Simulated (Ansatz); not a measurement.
`C[CH](F)[GaH][NH2]` at its PBE0-D4/def2-TZVP geometry, where that method's forces vanish. Charge 0, multiplicity 1.

```xyz
12

C     0.2804   -0.6766    1.7150
C    -0.5480    0.1244    0.7377
F    -0.2294    1.4859    0.8883
Ga   -0.2831   -0.3591   -1.1823
N     0.3671    0.9834   -2.2060
H     0.1079   -0.3393    2.7414
H     1.3491   -0.5892    1.5053
H     0.0088   -1.7344    1.6548
H    -1.6079    0.0322    1.0043
H    -0.5635   -1.7497   -1.8390
H     0.5666    0.9241   -3.1892
H     0.5520    1.8983   -1.8303
```

Q: What forces (eV/Å) does PBE-D4/def2-TZVPP give on these atoms in the Gaussian-basis code of Ansatz? (Estimate.)

A: Ansatz gave: 
```
C1   0.013 -0.037 -0.016
C2  -0.044 -0.313 -0.050
F3   0.137  0.631  0.057
Ga4 -0.111 -0.276  0.064
N5  -0.022 -0.060  0.038
H6  -0.037  0.062  0.213
H7   0.211  0.006 -0.040
H8  -0.042 -0.211 -0.001
H9  -0.244 -0.044  0.029
H10 -0.004 -0.070 -0.069
H11  0.074 -0.014 -0.346
H12  0.069  0.326  0.121
```
